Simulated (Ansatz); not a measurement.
Si₁₁H₁₈⁺, a cluster cut from hexagonal silicon, relaxed as a doublet with UKS PBE-D4/def2-SVP in Ansatz, starting from the PBE-D4/def2-SVP geometry of the neutral singlet. Force threshold 0.03 eV/Å.

Start:

```xyz
29

Si    1.785   -1.782   -1.369
Si    1.213    0.436   -1.916
Si   -2.253   -1.315   -1.551
Si   -1.138    0.713   -1.975
Si    2.183    1.839   -0.292
Si   -1.847    2.365   -0.457
Si    0.776   -2.346    0.682
Si   -1.579   -2.306    0.475
Si    1.481   -0.870    2.375
Si    1.188    1.393    1.795
Si   -1.111    1.943    1.739
H     1.313   -2.727   -2.446
H     3.285   -1.902   -1.254
H     1.769    0.780   -3.278
H    -1.950   -2.277   -2.673
H    -3.742   -1.070   -1.527
H    -1.515    1.168   -3.366
H     3.667    1.575   -0.219
H     1.975    3.288   -0.656
H    -1.289    3.696   -0.896
H    -3.354    2.452   -0.482
H     1.197   -3.742    1.078
H    -2.101   -3.721    0.521
H    -2.187   -1.554    1.631
H     2.944   -1.114    2.656
H     0.704   -1.159    3.635
H     1.854    2.236    2.857
H    -1.926    0.824    2.336
H    -1.343    3.177    2.575
```

Problem. Estimate the energy that the relaxation releases and the steps that it takes.

Solution. 20.3 kJ/mol, in 5 steps; 14 s on 2 threads of AMD EPYC 7R13 on a shared host and a share (18 GiB) of an NVIDIA H100 80GB HBM3. No frequencies were taken in this run, so the end may be a saddle point.

Problem. Does the start keep its bonding and symmetry?

Solution. By distances, no bond broke or formed. The bond that changes most is Si1–Si2, from 2.35 to 2.41 Å (atoms count from 1). Point group Cs at the start, Cs at the end, both within 0.05 Å.

Problem. Predict the relaxed structure.

Solution. 
Cartesian coordinates in Å:
```
Si 1.8080 -1.7819 -1.3179
Si 1.1897 0.4524 -1.9610
Si -2.2847 -1.3094 -1.5052
Si -1.1166 0.7226 -2.0157
Si 2.2028 1.8069 -0.2501
Si -1.8816 2.3422 -0.4200
Si 0.7635 -2.3129 0.7164
Si -1.5889 -2.2769 0.5191
Si 1.4926 -0.8936 2.4513
Si 1.1664 1.3498 1.8061
Si -1.1298 1.8971 1.7605
H 1.2901 -2.5797 -2.4888
H 3.3066 -1.8570 -1.2460
H 1.7865 0.7861 -3.3028
H -1.9210 -2.1928 -2.6700
H -3.7461 -0.9601 -1.5320
H -1.5203 1.1768 -3.3940
H 3.6792 1.5299 -0.2383
H 1.9255 3.1954 -0.7705
H -1.2778 3.6202 -0.9411
H -3.3790 2.3655 -0.5454
H 1.2487 -3.7057 1.0472
H -2.0755 -3.7029 0.5000
H -2.1972 -1.5401 1.6783
H 2.9523 -1.1338 2.7189
H 0.6686 -1.1682 3.6785
H 1.8994 2.2123 2.8078
H -1.9413 0.7890 2.3689
H -1.3202 3.1688 2.5459
```
Bond lengths: 13 × Si–Si 2.32 to 2.41 Å; 18 × H–Si 1.50 to 1.51 Å.
